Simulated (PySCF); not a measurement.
## Static response to an electric field

Compound: C3H10O2SSi.
Cartesian coordinates in Å at the GFN2-xTB level; atoms count from 1:
```xyz
17
C3H10O2SSi angstrom
C     -2.199   -1.137   -1.219
C     -0.800   -1.079   -0.632
O     -0.617    0.164    0.005
Si     0.649    0.633    0.888
C      2.258    0.791   -0.112
O      0.842   -0.415    2.120
S      0.024    2.551    1.638
H     -2.938   -1.036   -0.429
H     -2.348   -2.085   -1.728
H     -2.337   -0.325   -1.928
H     -0.046   -1.188   -1.421
H     -0.650   -1.880    0.099
H      3.022    1.331    0.439
H      2.095    1.325   -1.044
H      2.658   -0.189   -0.357
H      1.329   -0.183    2.906
H     -0.948    2.733    0.765
```

Level: CAM-B3LYP/def2-SVPD (PySCF), static field, nuclei fixed, core orbitals frozen in the response. The polarisability tensor in these axes (au):

```
x   90.47  0.77  0.83
y    0.77 92.53  7.76
z    0.83  7.76 85.19
```

Q: Give the principal values, the mean and the anisotropy Δα = √{½[(α1 − α2)² + (α2 − α3)² + (α1 − α3)²]}.

A: Principal values 80.27, 90.31 and 97.62 au; mean 89.40 au = 13.25 Å³ = 14.74 × 10⁻⁴⁰ C²·m²/J; Δα = 15.09 au (17 % of the mean).

Q: What is the dipole moment, and where does it point?

A: (1.01, -1.44, -0.97) D, 2.01 D in size, pointing from the negative to the positive side. Measured along this direction, the outermost atoms are H17 at the negative end and H15 at the positive end.

Q: Refractivity n − 1 of an ideal gas of it at 350 K and 1 atm, from the electronic α?

A: N = p/kT = 2.0968 × 10¹⁹ cm⁻³, so n − 1 = 2π × N × 13.25 × 10⁻²⁴ cm³ = 1745 × 10⁻⁶ at long wavelengths, for an ideal gas.

Q: Rayleigh depolarisation ratio (linearly polarised light, static tensor)?

A: ρ = 3Δα²/(45ᾱ² + 4Δα²) = 682.9/(359643 + 910.6) = 0.00189.

Q: In a dilute gas of rigid molecules at 350 K, how does the orientational term μ²/3kT compare with the electronic polarisability?

A: In Gaussian units μ²/3kT = 27.82 Å³ against 13.25 Å³, a ratio of 2.10; the Debye molar polarisation (4π/3)N_A(α + μ²/3kT) is 103.6 cm³/mol, leaving out the vibrational part.

Q: Estimate the molar refractivity from the static electronic polarisability.

A: Lorentz–Lorenz: R = (4π/3)N_A α = 2.5225 cm³/(mol·Å³) × 13.25 Å³ = 33.4 cm³/mol, in the limit of long wavelengths.

Q: In TDDFT the mean static polarisability is Σ f/ω² over all singlet excitations (ω in hartree). How much of it do the 8 lowest give? Their energies (eV) and oscillator strengths: 5.92, 0.0149; 6.82, 0.0584; 7.23, 0.0127; 7.24, 0.0257; 7.61, 0.0200; 7.85, 0.0068; 7.92, 0.0018; 8.04, 0.0246.

A: They add up to 2.43 au, 2.7 % of the 89.40 au; the largest single term is 0.93 au, from the state at 6.82 eV. Terms in order: 0.32, 0.93, 0.18, 0.36, 0.26, 0.08, 0.02, 0.28 au. Higher excitations give the rest. The strengths listed sum to 0.165.

Isolated species at its GFN2-xTB geometry (one conformer only).

These values come from a run that also computed excited states. Hardware: one thread of an Arm Neoverse V1, no GPU, shared host with 64 logical CPUs at a one-minute load of 17. Cost: 53 s of wall time, 1.1 GiB resident at most.
